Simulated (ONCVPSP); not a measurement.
## H (Z = 1): one change to an ONCV potential, before and after

hydrogen, optimised norm-conserving Vanderbilt (ONCV), made with ONCVPSP 4.0.1 (PBE, scalar-relativistic). Core none, reference 1s0.5 (charge +0.5). Waves: 1s: rc 0.85 bohr, ncon 4, nbas 8, qcut 6.6 1/bohr, 3 projectors, debl 2.7 Ha; p scattering state at 0.3 Ha: rc 0.95 bohr, ncon 4, nbas 7, qcut 7.6 1/bohr, 2 projectors, debl 3.4 Ha. Local part: polynomial inside 0.85 bohr (lpopt 5, dvloc0 4 Ha). Core correction: none.

All-electron outer shells of the reference configuration (PBE, scalar-relativistic, ld1.x):

| shell | level (eV) | outermost node (bohr) | outermost maximum (bohr) |
| --- | --- | --- | --- |
| 1s | -12.68 | – | 0.94 |

Change: s: rc 0.96.

Cutoffs: the cutoffs (Ha) at which the residual kinetic energy of the hardest occupied pseudo-wave falls to 1 and 0.1 mHa per electron; they do not see the model core or the augmentation charge, which bear on the density cutoff. Errors are all-electron minus pseudo energies relative to the spin-unpolarised reference configuration.

What does the change do?

The potential gets softer (21 Ha and 121 Ha → 18 Ha and 57 Ha); neither file shows a bound ghost. A larger radius leaves more room for a smooth pseudo-wave, so fewer plane waves are needed.

| quantity | base | changed |
| --- | --- | --- |
| cutoff, loose | 21 Ha | 18 Ha |
| cutoff, tight | 121 Ha | 57 Ha |
| bound ghosts | none | none |
| GHOST(+) flags under 300 eV | none | none |
| error for 1s1, meV [ΔE -4.76 eV] | +0.7 | +1.0 |
| p: phases at 0.96 bohr within 0.05 rad from the reference energy up to (Ha; the scan ends near 5) | to the end of the scan | to the end of the scan |
